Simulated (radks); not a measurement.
Question: The fluorine anion F-, [Ne], held by a Watson sphere: a shell of charge +1 at radius R that stands for the Madelung well of a crystal (potential energy -1/R inside, -1/r outside, in hartree with lengths in bohr). All-electron calculation, non-relativistic Kohn-Sham, PBE, spin-polarised, spherical densities, point nucleus. Program: a radial shooting solver on a logarithmic mesh with Libxc functionals. Response by self-consistent Sternheimer equations with the Hartree and adiabatic LDA kernel. The sphere does not respond.

R (bohr)  e(1s) (eV)  e(2s) (eV)  e(2p) (eV)  <r> 2p (bohr)  sum of <r^2> (bohr^2)  X-ray form factor at sin(theta)/lambda = 0.3 1/angstrom  alpha (bohr^3)
2.19         -657.67     -26.817      -8.531          1.234                  15.36                                                    5.085           8.814
2.61         -656.91     -25.683      -7.458          1.259                  16.10                                                    5.063           10.82
3.07         -656.12     -24.680      -6.479          1.279                  16.74                                                    5.054           13.12
3.55         -655.38     -23.835      -5.638          1.294                  17.28                                                    5.050           15.54

Estimate the row for R = 2.98 bohr.

Answer: e(1s) (eV) -656.27; e(2s) (eV) -24.860; e(2p) (eV) -6.656; <r> 2p (bohr) 1.276; sum of <r^2> (bohr^2) 16.63; X-ray form factor at sin(theta)/lambda = 0.3 1/angstrom 5.055; alpha (bohr^3) 12.66.
